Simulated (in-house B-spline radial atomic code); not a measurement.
Whole-atom quantities along the 53-electron series, configuration [Kr] 4d10 4f7. Breit and QED terms are first order and not part of the total energy; the density at the nucleus is averaged over the nuclear charge. Computed with a radial B-spline atomic code at the basis-set limit: Dirac-Hartree-Fock, average of the configuration, finite nuclei.

| ion | Z | E/Z² (Eh) | Σ<r²> (bohr²) | n(0)/Z³ (bohr⁻³) | Lamb diamagnetic shielding (ppm) | repulsion over attraction | Breit energy (eV) | self-energy (eV) | vacuum polarisation (eV) | Dirac less non-relativistic energy (Eh) |
| --- | --- | --- | --- | --- | --- | --- | --- | --- | --- | --- |
| Er15+ | 68 | -2.8154 | 10.045 | 2.5781 | 8238.71 | 0.13221 | 341.6 | 276.41 | -45.732 | -593.31 |
| Tm16+ | 69 | -2.8329 | 9.4517 | 2.6796 | 8411.32 | 0.13066 | 359.22 | 291.95 | -49.001 | -633.38 |
| Yb17+ | 70 | -2.8503 | 8.9158 | 2.7688 | 8585.37 | 0.12912 | 377.49 | 308.19 | -52.459 | -675.55 |
| Lu18+ | 71 | -2.8675 | 8.4291 | 2.8663 | 8761.02 | 0.12759 | 396.42 | 325.17 | -56.137 | -719.98 |
| Hf19+ | 72 | -2.8845 | 7.9848 | 2.9831 | 8938.41 | 0.12607 | 416.05 | 342.92 | -60.058 | -766.79 |
| Ta20+ | 73 | -2.9015 | 7.5776 | 3.1013 | 9117.5 | 0.12456 | 436.38 | 361.46 | -64.219 | -816.02 |
| W21+ | 74 | -2.9183 | 7.203 | 3.2236 | 9298.4 | 0.12306 | 457.42 | 380.82 | -68.637 | -867.79 |
| Re22+ | 75 | -2.935 | 6.8572 | 3.3549 | 9481.2 | 0.12158 | 479.2 | 401.06 | -73.333 | -922.21 |
| Os23+ | 76 | -2.9517 | 6.537 | 3.4841 | 9665.91 | 0.12011 | 501.73 | 422.19 | -78.31 | -979.36 |
| Ir24+ | 77 | -2.9682 | 6.2398 | 3.633 | 9852.74 | 0.11865 | 525.03 | 444.26 | -83.613 | -1039.43 |
| Pt25+ | 78 | -2.9847 | 5.9632 | 3.7814 | 10041.7 | 0.11721 | 549.13 | 467.29 | -89.234 | -1102.45 |
| Au26+ | 79 | -3.0011 | 5.7052 | 3.9418 | 10232.8 | 0.11578 | 574.04 | 491.35 | -95.211 | -1168.61 |
| Hg27+ | 80 | -3.0175 | 5.464 | 4.1057 | 10426.3 | 0.11436 | 599.79 | 516.48 | -101.55 | -1237.98 |

Question: With what power of Z does the column «self-energy (eV)» change over this range?

Answer: A fit of the logarithm of its size against log Z from Z = 68 to 80 has slope 3.85. One-loop self-energy scales as Z⁴F(Zα), with F falling from low Z to about Z = 90.
